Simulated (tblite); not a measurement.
Species: C₅H₈O₂ (charge +1 and doublet state).
SMILES with atom numbers: `[CH3:1][O:2][CH+:3][CH:4][C:5]([CH3:6])=[O:7]` (hydrogens: H8, H9, H10 on C1; H11 on C3; H12 on C4; H13, H14, H15 on C6)

The geometry is computed with GFN2-xTB (gas phase). This method treats the open shell by occupation alone, without spin polarisation.

Give the optimised bond lengths and angles.

| bond | length (Å) |
| --- | --- |
| C1–O2 | 1.407 |
| O2–C3 | 1.291 |
| C3–C4 | 1.367 |
| C4–C5 | 1.471 |
| C5–C6 | 1.506 |
| C5=O7 | 1.199 |
| C1–H8, C1–H9, C1–H10 | 1.094 |
| C3–H11 | 1.094 |
| C4–H12 | 1.076 |
| C6–H13, C6–H14, C6–H15 | 1.089 |

Bonds in one row agree within 0.01 Å and their mean is given. A selection of angles:
| angle | degrees |
| --- | --- |
| O2–C1–H8 | 108.3 |
| O2–C1–H10 | 112.8 |
| H8–C1–H9 | 107.2 |
| H8–C1–H10 | 110.5 |
| H9–C1–H10 | 110.5 |
| C1–O2–C3 | 122.4 |
| O2–C3–C4 | 121.8 |
| O2–C3–H11 | 119.6 |
| C4–C3–H11 | 118.4 |
| C3–C4–C5 | 117.7 |
| C3–C4–H12 | 122.1 |
| C5–C4–H12 | 120.1 |
| C4–C5–C6 | 113.4 |
| C4–C5–O7 | 122.1 |
| C6–C5–O7 | 124.4 |
| C5–C6–H13 | 107.7 |
| C5–C6–H14 | 109.3 |
| C5–C6–H15 | 110.9 |
| H13–C6–H14 | 110.6 |
| H13–C6–H15 | 108.2 |
| H14–C6–H15 | 110.0 |

Dihedral angles: C1–O2–C3–C4 -167° (antiperiplanar); O2–C3–C4–C5 7° (synperiplanar); C3–C4–C5–C6 -169° (antiperiplanar). The mirror-image conformer, all signs reversed, is as good.

C5 (carbon bonded to 2 C and O) is planar (angles 124.4°, 122.1° and 113.4°, sum 359.9°, 0.02 Å off the plane of its three neighbours). The 3 C–O bonds span 1.199 Å (C5=O7, drawn double in one of several resonance forms) to 1.407 Å (C1–O2, drawn single), a spread of 0.208 Å. C4 (carbon bonded to 2 C and H) is planar (angles 122.1°, 120.1° and 117.7°, sum 359.9°, 0.03 Å off the plane of its three neighbours). Of the pairs four or more bonds apart, O2···O7 is among the closest relative to their van der Waals radii: 2.49 Å, 82 % of the sum of Bondi's values. The 3 C–C bonds span 1.367 Å (C3–C4, drawn single) to 1.506 Å (C5–C6, drawn single), a spread of 0.139 Å. C3 (carbon bonded to C, O and H) is planar (angles 121.8°, 119.6° and 118.4°, sum 359.9°, 0.02 Å off the plane of its three neighbours).

Point group: C1 (no symmetry element, even within 0.4 Å). Its GFN2-xTB frequencies are all real (lowest 68 cm⁻¹). 3 starts were optimised and ended at 0.00, 1.10 and 1.10 kcal/mol (GFN2-xTB); the lowest of these is shown.

Time: 0.4 s wall. Hardware: Arm Neoverse V2, one thread, shared host. That covers the optimisation of the geometry.
